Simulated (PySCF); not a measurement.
SMILES [OH][Ti]([OH])([OH])[OH] (H4O4Ti), singlet, PBE0/def2-SVP optimised geometry.

```
9

Ti    -0.89    -1.13     0.00
O      0.89    -1.13     0.00
H      1.50    -1.36    -0.71
O     -1.50    -1.96    -1.46
H     -1.92    -2.83    -1.53
O     -1.47    -1.99     1.46
H     -2.13    -1.71     2.10
O     -1.50     0.55     0.00
H     -1.01     1.36     0.15
```

Density from PySCF with PBE0/def2-TZVP at that geometry.

Minimum of the electron density along straight lines between bonded atoms, close to the bond critical point (lines longer than 1.1 times the sum of covalent radii, or with two minima, are not listed):

```json
[
 {"bond": "Ti1–O2", "length / Å": "1.788", "ρ at the minimum / e bohr⁻³": "0.158", "∇²ρ there / e bohr⁻⁵": "0.71", "position (fraction from the first atom)": "0.51"},
 {"bond": "O2–H3", "length / Å": "0.961", "ρ at the minimum / e bohr⁻³": "0.354", "∇²ρ there / e bohr⁻⁵": "-2.41", "position (fraction from the first atom)": "0.81"},
 {"bond": "Ti1–O4", "length / Å": "1.788", "ρ at the minimum / e bohr⁻³": "0.158", "∇²ρ there / e bohr⁻⁵": "0.71", "position (fraction from the first atom)": "0.51"},
 {"bond": "O4–H5", "length / Å": "0.962", "ρ at the minimum / e bohr⁻³": "0.354", "∇²ρ there / e bohr⁻⁵": "-2.41", "position (fraction from the first atom)": "0.81"},
 {"bond": "Ti1–O6", "length / Å": "1.787", "ρ at the minimum / e bohr⁻³": "0.158", "∇²ρ there / e bohr⁻⁵": "0.71", "position (fraction from the first atom)": "0.51"},
 {"bond": "O6–H7", "length / Å": "0.961", "ρ at the minimum / e bohr⁻³": "0.354", "∇²ρ there / e bohr⁻⁵": "-2.41", "position (fraction from the first atom)": "0.81"},
 {"bond": "Ti1–O8", "length / Å": "1.788", "ρ at the minimum / e bohr⁻³": "0.158", "∇²ρ there / e bohr⁻⁵": "0.71", "position (fraction from the first atom)": "0.51"},
 {"bond": "O8–H9", "length / Å": "0.962", "ρ at the minimum / e bohr⁻³": "0.354", "∇²ρ there / e bohr⁻⁵": "-2.41", "position (fraction from the first atom)": "0.81"}
]
```
